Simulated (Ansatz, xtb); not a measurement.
Relative energy of two isomers of B5H8N3

We compare a, `BB1NBNB(B)N1`, a singlet, with b, `BB1NBN(B)BN1`, a singlet. Both are isolated molecules in the gas phase, relaxed with B3LYP/def2-SVP; the shapes shown needn't be the lowest conformers.

a (Å):

```xyz
16

B    -2.3651    1.8076   -0.7590
B    -1.8012    0.2353   -0.3848
B    -2.2461   -2.2045    0.0977
B     0.1340   -1.3572    0.0893
B     1.8146   -1.6318    0.2646
N    -2.6906   -0.8842   -0.2227
N    -0.8376   -2.4090    0.2314
N    -0.4019   -0.0528   -0.2028
H    -3.2642    2.0033   -1.5476
H    -1.8910    2.8026   -0.2552
H    -3.6841   -0.7365   -0.3599
H    -3.0282   -3.1153    0.2314
H    -0.5084   -3.3494    0.4184
H     2.3565   -2.6289   -0.1605
H     2.5455   -0.8409    0.8206
H     0.2490    0.7233   -0.2516
```

b (Å):

```yaml
atoms:
  - { symbol: B, position_ang: [-1.5805, -1.6856, -2.1205] }
  - { symbol: B, position_ang: [-1.0845, -0.4380, -1.0759] }
  - { symbol: B, position_ang: [-1.5327, 1.0926, 0.8896] }
  - { symbol: B, position_ang: [0.1892, 2.7679, 1.6058] }
  - { symbol: B, position_ang: [0.6458, 1.2575, -0.3422] }
  - { symbol: N, position_ang: [-1.9147, 0.0514, -0.0020] }
  - { symbol: N, position_ang: [-0.2275, 1.7187, 0.7284] }
  - { symbol: N, position_ang: [0.1984, 0.2114, -1.1968] }
  - { symbol: H, position_ang: [-2.1744, -1.4680, -3.1530] }
  - { symbol: H, position_ang: [-1.3643, -2.8532, -1.8838] }
  - { symbol: H, position_ang: [-2.8300, -0.3605, 0.1415] }
  - { symbol: H, position_ang: [-2.2811, 1.4486, 1.7645] }
  - { symbol: H, position_ang: [1.2736, 3.2761, 1.4586] }
  - { symbol: H, position_ang: [-0.5463, 3.1382, 2.4877] }
  - { symbol: H, position_ang: [1.7323, 1.7526, -0.5051] }
  - { symbol: H, position_ang: [0.8333, -0.0826, -1.9306] }
```

Quicker runs give these differences E(b) − E(a): GFN2-xTB −1.600 eV; HF/STO-3G −1.671 eV (at GFN2-xTB geometries); r2SCAN-D4/def2-SVP −1.334 eV (at GFN2-xTB geometries).

Question: Estimate E(b) − E(a) at the level CCSD(T)/def2-SVP + ΔMP2/def2-TZVPP.

Answer: Calculated at CCSD(T)/def2-SVP + ΔMP2/def2-TZVPP: E(b) − E(a) = −1.322 eV, so structure b lies lower.

How the difference moves with the method:

| level | geometry | E(b) − E(a) (eV) | departure from the last row (eV) | job, with rough time for the two |
| --- | --- | --- | --- | --- |
| GFN2-xTB | GFN2-xTB | −1.600 | −0.278 | optimisation, 4 s |
| HF/STO-3G | GFN2-xTB | −1.671 | −0.349 | single point, 4.9 s |
| r2SCAN-D4/def2-SVP | GFN2-xTB | −1.334 | −0.012 | single point, 25 s |
| B3LYP/def2-SVP | B3LYP/def2-SVP | −1.359 | −0.037 | optimisation, 12 min |
| HF/def2-SVP | B3LYP/def2-SVP | −1.468 | −0.146 | part of the CCSD(T) run |
| MP2/def2-SVP | B3LYP/def2-SVP | −1.465 | −0.143 | part of the CCSD(T) run |
| CCSD(T)/def2-SVP | B3LYP/def2-SVP | −1.375 | −0.053 | single point |
| CCSD(T)/def2-SVP + ΔMP2/def2-TZVPP | B3LYP/def2-SVP | −1.322 |  | single point, 5.8 min |

As drawn, b has 1 B–N, 1 B–H in place of 1 B–B, 1 N–H.

The levels shown agree on the order. The largest departure from CCSD(T)/def2-SVP + ΔMP2/def2-TZVPP is that of HF/STO-3G, 0.349 eV. The last row adds to CCSD(T) the change of the MP2 difference between the two basis sets, here +0.053 eV.

With thermal terms from frequencies at re-optimised GFN2-xTB minima (ideal gas, soft modes damped towards free rotors, one conformer each, 298.15 K, 1 atm): the zero-point term adds +0.010 eV; ΔH is −1.330 and ΔG −1.285 eV.

The correlated steps freeze 8 core orbitals. Programs: Ansatz 0.2.0, xtb 6.7.1; the last row on 2 threads of Intel(R) Xeon(R) Processor @ 2.50GHz (Skylake/Cascade Lake) on a shared host.
